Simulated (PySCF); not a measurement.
**Ag⁺: ionisation energy**

Ag⁺ [Kr] 4d10 (1S) → Ag²⁺ [Kr] 4d9 (2D), as a difference of total energies. Computed with PySCF 2.14 in def2-QZVPPD with the def2 core potential (28 electrons) (7s5p4d4f2g, 88 functions), with a scalar-relativistic core potential. Correlated levels: valence: 4s2 4p6 frozen; valence and next inner shell: nothing frozen outside the core potential. The calculations carry no spin-orbit coupling.

```
                                method  ionisation energy (eV)  difference from reference (eV)
                                   UHF                  19.719                          -1.765
                                   LDA                  22.224                          +0.740
                                   PBE                  21.778                          +0.294
                                  PBE0                  21.556                          +0.072
                                r2SCAN                  21.550                          +0.066
                             BHandHLYP                  21.276                          -0.208
                               wB97X-V                  21.465                          -0.019
                                 TPSSh                  21.391                          -0.093
                                  PW91                  21.856                          +0.372
                         MP2 (valence)                  21.853                          +0.369
                     SCS-MP2 (valence)                  21.631                          +0.147
    MP2 (valence and next inner shell)                  21.830                          +0.346
SCS-MP2 (valence and next inner shell)                  21.554                          +0.070
```

Reference: 21.484 eV (measured; NIST Atomic Spectra Database, ionization energies).

The reference lies between the lowest fine-structure levels, while these numbers refer to the centres of the terms.

Errors of the correlated levels include the incompleteness of this basis and the frozen core.
